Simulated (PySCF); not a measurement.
Species: C4H7ClO2Si.
Numbering: `[CH3:1][O:2][C@@H:3]1[CH:4]=[C:5]([Cl:6])[SiH2:7][O:8]1`

Probes without a nucleus sit at each ring's centroid and 1 Å off its mean plane on both sides; NICS is minus the shielding there, NICSzz its component along the normal. Level: GIAO PBE0/pcSseg-1 (PySCF, non-relativistic, gas phase) on the GFN2-xTB geometry, one conformer.

Ring bond lengths (Å), with Mayer bond orders in brackets: C3–C4 1.503 (1.04), C4–C5 1.327 (1.80), C5–Si7 1.896 (0.79), Si7–O8 1.636 (0.98), O8–C3 1.408 (0.90).

**Question.** Give the NICS values of each ring in ppm.

**Answer.** 
```
           ring                                                            type  NICS(0)  NICS(1), two faces  NICS(1)zz, two faces  rms pucker (Å)  centre to ring atoms, mean (Å)
C3–C4–C5–Si7–O8  5-membered ring with O and Si; formal bonds 1 double, 4 single     -4.5         -3.0 / -3.4           -1.6 / -3.7            0.03                            1.32
```

**Question.** What do they say, and how far can they be read as aromaticity?

**Answer.** 
- C3–C4–C5–Si7–O8: mean NICS(1)zz -2.6 ppm, near zero. C3, Si7 have four or more neighbours, so the value isn't read as a sign of a π ring current.

**Question.** At the second NICS(1) probe listed for ring C3–C4–C5–Si7–O8, 1 Å off the ring, what do the in-plane components average?

**Answer.** The isotropic value is a third of the trace: (3 × -3.4 − (-3.7))/2 = -3.2 ppm.

**Question.** How shielded are the nuclei of the rings and their hydrogens (means over atoms taken as equivalent)?

**Answer.** 
| atoms | environment | σ isotropic (ppm) |
| --- | --- | --- |
| C3 | sp3 carbon bearing two oxygens | 77.1 |
| C4 | alkene CH carbon | 34.0 |
| C5 | vinylic C–Cl carbon | 38.5 |
| Si7 | oxygen-bound silicon | 362.2 |
| O8 | silyl ether oxygen | 268.2 |
| H on C3 | methine hydrogen | 25.94 |
| H on C4 | vinylic hydrogen | 24.91 |
| H on Si7 | Si–H hydrogen | 26.57 |
| H on Si7 | Si–H hydrogen | 26.42 |

Conformer computed: `[CH3:1][O:2][C@@H:3]1[CH:4]=[C:5]([Cl:6])[SiH2:7][O:8]1`: C1–O2–C3–C4 -175°.
